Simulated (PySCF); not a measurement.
**Löwdin shares of the frontier orbitals**

Species: C₅H₈FN₂ (charge +1).
Z-matrix (Å and degrees, GFN2-xTB geometry), rows numbered from 1:
```
C 
N   1  1.4341
C   2  1.3371  1  127.77
C   3  1.3896  2  107.27  1  -179.97
F   4  1.3109  3  126.69  2  -179.99
C   4  1.3897  3  106.61  2     0.03
N   6  1.3372  4  107.27  3    -0.02
C   7  1.4342  2  122.74  1    -0.03
H   1  1.0914  2  110.83  3   119.27
H   1  1.0877  2  108.96  3    -0.20
H   1  1.0914  2  110.84  3  -119.68
H   3  1.0726  2  123.30  1    -0.01
H   6  1.0726  4  129.40  3   179.96
H   8  1.0915  7  110.83  2   -60.70
H   8  1.0877  7  109.00  2   179.80
H   8  1.0914  7  110.81  2    60.30
```

Theory: PySCF 2.14.0, density-fitted response routines, TDDFT PBE0/def2-SVPD, vertical, gas phase, core orbitals frozen in the response.

Frontier orbitals with the atoms that hold most of them (Löwdin shares over 4%, at most four atoms; ? is withheld):

```json
{"orbital": "LUMO+2", "ε (eV)": "-3.49", "atoms": "C4 31%, C6 18%, C3 18%, F5 8%"}
{"orbital": "LUMO+1", "ε (eV)": "-3.61", "atoms": "C1 18%, C8 18%, C3 7%, C6 7%"}
{"orbital": "LUMO", "ε (eV)": "-5.87", "atoms": "?"}
{"orbital": "HOMO", "ε (eV)": "?", "atoms": "?"}
{"orbital": "HOMO-1", "ε (eV)": "-13.40", "atoms": "N7 21%, N2 21%, C6 17%, C3 17%"}
{"orbital": "HOMO-2", "ε (eV)": "-15.55", "atoms": "F5 45%, C4 14%, C3 11%, C6 11%"}
{"orbital": "HOMO-3", "ε (eV)": "-16.25", "atoms": "C8 16%, C1 16%, F5 10%, N2 10%"}
```

(1) Give the leading atoms of the LUMO.

(2) Give the leading atoms of the HOMO.

(3) What is the HOMO energy, and the HOMO–LUMO gap?

Answers

(1) C6 (bonded to C, N and H) 20%; C3 (bonded to C, N and H) 20%; N7 (bonded to 2 C and N) 20%; N2 (bonded to 2 C and N) 20%. By element: carbon 39% or more, nitrogen 39%.

(2) C4 (bonded to 2 C and F) 26%; F5 (bonded to C) 16%; C6 (bonded to C, N and H) 13%; C3 (bonded to C, N and H) 13%. By element: carbon 53% or more, fluorine 16%.

(3) ε(HOMO) = -12.40 eV; the gap is 6.53 eV (0.2401 hartree).

Q: How does S1 compare with the orbital gap of 6.53 eV?

A: S1 is at 5.83 eV (f = 0.144), 0.70 eV below the gap, made of HOMO→LUMO (95%). 

Q: One configuration dominates each of S1, S2, S3 and S5. Which, and how do the shares of the two leading atoms of either orbital change from the occupied to the empty one?

A: 
- S1 (5.83 eV, f 0.144), HOMO→LUMO (95%): C4 26% → at most 20%, F5 16% → at most 20%, C6 13% → 20%, C3 13% → 20%
- S2 (7.01 eV, f 0.211), HOMO-1→LUMO (92%): N7 21% → 20%, N2 21% → 20%, C6 17% → 20%, C3 17% → 20%
- S3 (7.69 eV, f 0.038), HOMO→LUMO+1 (96%): C4 26% → at most 8%, F5 16% → at most 8%, C1 at most 14% → 18%, C8 at most 14% → 18%
- S5 (8.11 eV, f 0.0004), HOMO-2→LUMO (98%): F5 45% → at most 20%, C4 14% → at most 20%, C6 11% → 20%, C3 11% → 20%
